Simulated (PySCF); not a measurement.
Method: PBE-D3(BJ)/def2-TZVP // PBE0-D4/def2-SVP in PySCF. All species are isolated molecules in the gas phase. One relaxed conformer stands for a flexible species; it need not be the lowest. Excitations are Tamm–Dancoff values on a coarser integration grid. The basis has no diffuse functions, so Rydberg states are missing or too high.

Reference species (SMILES): `[GeH2]([GeH2][GeH2][CH]=O)[GeH2][NH2]` (neutral, multiplicity 1).

```json
{
 "HOMO–LUMO gap": "2.75 eV",
 "T1 excitation (TDA)": "2.44 eV"
}
```

Changed species: `[NH2][GeH2][GeH2][CH]=O` (n = 2; the reference has n = 4).

**Question.** Give the shifts of the HOMO–LUMO gap and T1 excitation (TDA).

**Answer.** the HOMO–LUMO gap rises by 0.14 eV, to 2.89 eV; the T1 excitation (TDA) rises by 0.08 eV, to 2.52 eV.
